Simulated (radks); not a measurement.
Results of a calculation; reference values are marked as such.
Dipole-allowed excitations along the series with 18 electrons in [Ar]. Code: a radial shooting solver on a logarithmic mesh with Libxc functionals. Model: non-relativistic Kohn-Sham, LDA (Slater exchange, VWN5 correlation), spin-unpolarised, spherical densities, point nucleus. Time-dependent linear response with the Hartree and adiabatic LDA kernel, continuum included through the Sternheimer equations. Lines are the poles of the dipole polarisability below minus the highest occupied eigenvalue, found on a grid refined at the orbital gaps; the lowest seven at most are given, and weak or close lines can be missed. The first line takes the name of the lowest orbital gap if no other gap lies below it; otherwise a line is named after a gap within 0.6 % of it, if that gap stands alone.

| species | -e(HOMO) (eV) | lowest orbital gap (eV) | first line (eV) | f | strongest line (eV) | its f | static alpha (bohr^3) |
|---|---|---|---|---|---|---|---|
| Ca2+ | 43.126 | 3p-3d 26.885 | 28.889 (3p-4s) | 0.498 | 33.444 (unassigned) | 3.14 | 3.350 |
| Sc3+ | 64.616 | 3p-3d 31.896 | 40.020 (3p-4s) | 1.32 | 41.737 (unassigned) | 3.21 | 2.170 |
| Ti4+ | 89.357 | 3p-3d 36.573 | 48.284 (3p-3d) | 4.27 | the first | 4.27 | 1.503 |
| V5+ | 117.29 | 3p-3d 41.058 | 54.431 (3p-3d) | 3.80 | the first | 3.80 | 1.090 |
